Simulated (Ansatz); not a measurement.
`O=[CH][Al]([OH])[SiH3]` and `[CH3][Al]([OH])[SiH3]` differ in one atom or group.

Ansatz, PBE0-D4/def2-TZVP geometries, multiplicity 1. Each molecule was computed in one conformer, which needn't be the lowest.

```csv
property,`O=[CH][Al]([OH])[SiH3]`
LUMO energy (B3LYP/def2-TZVPP) / eV,-2.47
zero-point energy (PBE0-D4/def2-TZVP) / kJ/mol,146.3
LUMO energy (PBE0/def2-TZVPP) / eV,-2.25
HOMO energy (PBE0/def2-TZVPP) / eV,-6.58
HOMO–LUMO gap (ωB97M-V/def2-TZVPP) / eV,8.51
HOMO energy (ωB97M-V/def2-TZVPP) / eV,-8.80
```

**Question.** What does the change do to each property? (Estimate.)

**Answer.** Ansatz gave: 
```tsv
property	`[CH3][Al]([OH])[SiH3]`	shift
LUMO energy (B3LYP/def2-TZVPP) / eV	-1.24	1.23
zero-point energy (PBE0-D4/def2-TZVP) / kJ/mol	193.2	46.9
LUMO energy (PBE0/def2-TZVPP) / eV	-1.06	1.19
HOMO energy (PBE0/def2-TZVPP) / eV	-7.30	-0.72
HOMO–LUMO gap (ωB97M-V/def2-TZVPP) / eV	9.92	1.41
HOMO energy (ωB97M-V/def2-TZVPP) / eV	-9.32	-0.52
```

With PBE0 the HOMO falls by 0.72 eV and the LUMO rises by 1.19 eV, so the gap widens by about 1.91 eV. PBE moves the HOMO by -0.97 eV and ωB97M-V by -0.52 eV. The zero-point energy changes by 46.9 kJ/mol with +3 modes.

B3LYP here is the variant with VWN-RPA as its local correlation; programs differ in this.
